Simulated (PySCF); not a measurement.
NMR parameters from quadrupole coupling constants

Species: C6H12SSi2.
Structure used (GFN2-xTB), in Å, numbered top down from 1:
```
atom  x, y, z in Å
C1    -2.0171    1.0598    1.1387
C2    -2.0068   -0.1633    0.2765
S3    -3.3519   -1.1146    0.1956
C4    -0.8734   -0.5352   -0.4870
C5     0.3733    0.0041   -0.6606
C6     1.0558    1.1605   -0.0763
Si7    2.0149    0.6218    1.5031
C8     1.0382   -0.9460   -1.6195
Si9   -0.5839   -1.9983   -1.6512
H10   -1.9096    1.9529    0.5211
H11   -1.1917    1.0361    1.8501
H12   -2.9568    1.1252    1.6823
H13    1.7813    1.5609   -0.7864
H14    0.3611    1.9558    0.1873
H15    1.0934   -0.0387    2.4263
H16    3.0801   -0.3000    1.1111
H17    2.5752    1.8329    2.1041
H18    1.9294   -1.4102   -1.1969
H19    1.3426   -0.4602   -2.5466
H20   -1.2955   -2.0054   -2.9241
H21   -0.4675   -3.3212   -1.0478
```

Computed at PBE0/pcSseg-1 (PySCF, non-relativistic):

```json
{"atom": "S3", "environment": "thiocarbonyl sulfur", "nucleus": "33S", "spin I": "3/2", "Q (b)": "-0.0678", "CQ = χzz (MHz)": "44.131", "η": "0.080"}
```

**Question.** At 21.15 T, set νQ = 3|CQ|/[2I(2I − 1)] beside the Larmor frequency (|g| × 7.62259 MHz/T × B; g(33S) = 0.42921), and give PQ = |CQ|√(1 + η²/3).

**Answer.** 
```json
{"atom": "S3", "PQ (MHz)": "44.18", "νQ (MHz)": "22.07", "ν0 (MHz)": "69.20", "νQ/ν0": "0.319"}
```

For S3: PQ = 44.13 × 1.0011, νQ = 44.13 × 0.5000, ν0 = 3.2717 MHz/T × 21.15 T.

For S3 νQ isn't small against ν0, so the high-field expansions of solid-state NMR fail there at this field.

**Question.** Quadrupolar 1/T1 and linewidth for τc = 4 ps (extreme narrowing, isotropic tumbling)?

**Answer.** Rate = (3π²/10) PQ² τc (2I + 3)/[I²(2I − 1)], the same for T1 and T2; width = rate/π.

| site | spin factor (2I + 3)/[I²(2I − 1)] | 1/T1 (s⁻¹) | T1 (ms) | linewidth (Hz) |
| --- | --- | --- | --- | --- |
| 33S at S3 | 1.333 | 30800 | 0.0324 | 9810 |

The couplings are those of the rigid, isolated species; surroundings and motion change them. GFN2-xTB bond lengths can be off by several hundredths of an ångström, more for odd bonds, and the gradients follow them. The basis is small and wasn't made for field gradients, so the couplings can be 20 % off.

One conformer stands for the species.
